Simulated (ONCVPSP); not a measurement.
**LDA (Perdew-Wang 92) ONCV dataset for titanium (Ti), scalar-relativistic all-electron reference.**

titanium (Ti), optimised norm-conserving Vanderbilt (ONCV), made with ONCVPSP 4.0.1 (LDA (Perdew-Wang 92), scalar-relativistic). Core [Ne], reference 3s2 3p6 3d2 4s2. Waves: 3s+4s: rc 1.40 bohr, ncon 4, nbas 9, qcut 8.2 1/bohr, 2 projectors; 3p: rc 1.20 bohr, ncon 4, nbas 8, qcut 5.6 1/bohr, 2 projectors, debl 2.8 Ha; 3d: rc 1.45 bohr, ncon 4, nbas 8, qcut 10.7 1/bohr, 2 projectors, debl 1.9 Ha. Local part: polynomial inside 1.05 bohr (lpopt 5, dvloc0 1 Ha). Core correction: none.

* Cutoffs needed: 42 Ha and 64 Ha (the cutoffs (Ha) at which the residual kinetic energy of the hardest occupied pseudo-wave falls to 1 and 0.1 mHa per electron)
* Ghost test: no bound ghost flagged; no localised positive-energy state flagged
* Largest excitation error: +15 meV (all-electron minus pseudo) for 3s2 3p6 3d1 4s0, out of 4 test configurations
